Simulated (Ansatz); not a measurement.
Results of the Gaussian-basis code of Ansatz.

Basis-set series for Cl$_{2}$H$_{2}$NSSi (`N[Si]([S])(Cl)Cl`) radical. The species carries charge 0 and has multiplicity 2. All single points use the PBE0-D4/def2-TZVP geometry. It is one conformer, not always the lowest.

```json
{"functional": "PBE0-D4", "basis": "def2-SVP", "functions": "96", "energy (Eh)": "-1663.00542", "HOMO (eV)": "-7.40", "LUMO (eV)": "-4.61"}
{"functional": "PBE0-D4", "basis": "def2-QZVPP", "functions": "397", "energy (Eh)": "-1663.69001", "HOMO (eV)": "-7.62", "LUMO (eV)": "-4.73"}
{"functional": "ωB97M-V", "basis": "def2-SVP", "functions": "96", "energy (Eh)": "-1663.52406", "HOMO (eV)": "-9.62", "LUMO (eV)": "-2.59"}
{"functional": "ωB97M-V", "basis": "def2-QZVPP", "functions": "397", "energy (Eh)": "-1664.20248", "HOMO (eV)": "-9.87", "LUMO (eV)": "-2.82"}
```

Problem. Give the rows for def2-TZVPP. (Estimate.)

Solution. The calculation gave: 
| functional | basis | functions | energy (Eh) | HOMO (eV) | LUMO (eV) |
| --- | --- | --- | --- | --- | --- |
| PBE0-D4 | def2-TZVPP | 227 | -1663.63772 | -7.57 | -4.69 |
| ωB97M-V | def2-TZVPP | 227 | -1664.15301 | -9.81 | -2.75 |

HOMO and LUMO are taken over both spins.
